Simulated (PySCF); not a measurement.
## Fluorine: a sound run and one with changed settings

Sound run: F⁺ [He] 2s2 2p4, F²⁺ [He] 2s2 2p3. Computed with PySCF 2.14 in x2c-SVPall (3s2p1d, 14 functions), with scalar relativity by spin-free X2C-1e. In the sound run the correlated levels freeze 1s2. The sound run starts from symmetry-adapted Hartree-Fock orbitals and uses a fine grid where one is needed.

Changed run: initial guess sap, at most 50 SCF cycles.

| species | method | sound run (hartree) | changed run (hartree) | converged |
| --- | --- | --- | --- | --- |
| F⁺ | UHF | -98.79100 | -98.79100 | yes |
| F⁺ | PBE0 | -98.99939 | -98.99939 | yes |
| F⁺ | CCSD(T) | -98.90097 | -98.90097 | yes |
| F²⁺ | PBE | -97.68060 | -97.68060 | yes |
| F²⁺ | MP2 | -97.62357 | -97.62357 | yes |

Here the plain start reaches the same solutions.
